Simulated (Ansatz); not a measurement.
Basis-set extrapolation for C7H9Al, SMILES `[CH3][AlH][c]1ccccc1` (PBE0-D4/def2-TZVP geometry, frozen core, the Gaussian-basis code of Ansatz). Multiplicity 1, RHF reference.

```json
{"": "HF", "def2-TZVPP": "-512.344289", "def2-QZVPP": "-512.362776"}
{"": "MP2 correlation", "def2-TZVPP": "-1.199285", "def2-QZVPP": "-1.275625"}
{"": "CCSD(T) correlation", "def2-TZVPP": "-1.306813", "def2-QZVPP": "not run"}
```

Energies in hartree. Use E(X) = E(∞) + A·exp(−7.88·√X) for Hartree–Fock and E(X) = E(∞) + B·X^(−2.97) for correlation, with X = 3 and 4, and add CCSD(T) minus MP2 of the smaller set to the MP2 limit.

Task: What is the CCSD(T) energy at the basis-set limit?

Result: HF limit: -512.362776 + (-0.018487) × 0.13774 = -512.36532. MP2 limit: -1.275625 + (-0.076340) × 0.74074 = -1.33217. Higher-order term: -1.306813 − (-1.199285) = -0.10753. Total: -513.80502 hartree, 4.19 eV below CCSD(T)/def2-TZVPP.
